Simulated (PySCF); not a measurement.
## Identify the compound

The spectra below were simulated for a compound C6H11NO2Si.

1H NMR (400 MHz, computed): δ 10.14 (s, 1H), 4.09 (s, 3H), 3.84 (m, 1H), 1.56 (d, 3H), 1.44 (d, 3H).

13C{1H} NMR (computed): δ 205.7 (CH), 120.7 (C), 81.6 (CH), 73.9 (C), 27.4 (CH3), 24.5 (CH3).

How the numbers were obtained: structure optimised with GFN2-xTB, GIAO PBE0/pcSseg-1 shieldings, in PySCF 2.14.0 with density-fitted response routines (in vacuum, non-relativistic Hamiltonian, fast rotation and ring inversion assumed for equivalent nuclei, one computed conformer).

Referencing at the same level of theory: TMS for 1H (σ = 31.72 ppm) and 13C (σ = 186.93 ppm).

Problem. Which candidate is it?
A. CO[Si@H](O)n1cccc1C
B. NC(=O)/C=C/C(=O)CC[SiH3]
C. CCOCc1cnoc1[SiH3]
D. C=C[C@@H](OC)[C@H](C#N)O[SiH3]
E. CC(C)O[C@@]([SiH3])(C#N)C=O
F. CC(C)OC(=O)[SiH2]CC#N

Solution. E. 

The formula gives 3 degrees of unsaturation (no ring in the answer). 6 carbon signals for 6 carbons: no two carbons are equivalent. Carbon types of the structure: 2 × C, 2 × CH, 2 × CH3, leaving 3 H on heteroatoms. δC 205.7: aldehyde carbonyl carbon; the double bond to the heteroatom, with no lone-pair donor beside it, deshields it most. δC 120.7: nitrile carbon; typical of a nitrile. δC 81.6: sp3 CH bonded to O; the inductive effect lowers its shielding. δC 73.9: fully substituted sp3 carbon bonded to O and Si, α to a carbonyl; pulled downfield by the heteroatom. δH 10.14: hydrogen on an aldehyde carbonyl carbon; the formyl region, downfield of aromatic protons.

The others: C=C[C@@H](OC)[C@H](C#N)O[SiH3] would give 7 signals for carbon-bound and other non-exchanging H, not 5; CCOCc1cnoc1[SiH3] has carbons computed at 172.3, 149.0, 135.4, 71.6, 69.8, 17.8, with a different DEPT pattern; CO[Si@H](O)n1cccc1C would give 6 signals for carbon-bound and other non-exchanging H, not 5; NC(=O)/C=C/C(=O)CC[SiH3] has carbons computed at 209.6, 165.2, 143.4, 140.9, 44.8, 4.2, with a different DEPT pattern; CC(C)OC(=O)[SiH2]CC#N would give 5 carbon signals, not 6.

Shifts are as computed. Against solution values, carbons near 30 ppm lie about +3 ppm off and those near 130 ppm about +5 ppm. Of 1309 compounds with measured shifts, 239 miss one by over three times the rms of a fit or turn the order of signals round; such compounds aren't used in these exercises. No couplings were computed; multiplicities are counted from neighbouring protons, with m where these are inequivalent, close in shift, in a saturated or five-membered ring or joined by F or P, and br s for small geminal =CH2 splittings.
